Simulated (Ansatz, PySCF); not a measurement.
This Ansatz (a quantum-chemistry and plane-wave program) input computes a SVWN5/def2-TZVPD energy:

Ansatz 0.2 input:
```yaml
crystal:
  periodic: [false, false, false]
  atoms:
    - {symbol: Sn, position_ang: [0.01114602, -0.00128202, 0.95658782]}
    - {symbol: Br, position_ang: [0.97803194, 1.68007376, -0.69251525]}
    - {symbol: Br, position_ang: [-0.99395483, -1.67824230, -0.67403877]}
basis:
  gaussian:
    orbitals: def2-TZVPD
hamiltonian:
  xc: {name: SVWN5}
output: {forces: true}
```

Task: Write an input for the same energy in PySCF and say what it gives.

Result: 
```python
from pyscf import gto, scf, dft

mol = gto.M(
    atom='''
    Sn    0.01114602   -0.00128202    0.95658782
    Br    0.97803194    1.68007376   -0.69251525
    Br   -0.99395483   -1.67824230   -0.67403877
    ''',
    basis='def2-tzvpd',
    ecp='def2-tzvp',
    charge=0,
    spin=0,
    verbose=4,
)

mf = dft.RKS(mol, xc='svwn').density_fit(auxbasis='def2-universal-jkfit')
mf.grids.level = 3
mf.conv_tol = 1e-9
mf.max_cycle = 100
mf.max_memory = 1500
mf.kernel()
if not mf.converged:
    mf = mf.newton()
    mf.kernel(mf.make_rdm1())
mf.analyze()
```
It gives -5355.32598 Eh, and Ansatz -5355.32595 Eh, a difference of 0.03 mEh, from the treatment of integrals and grids.
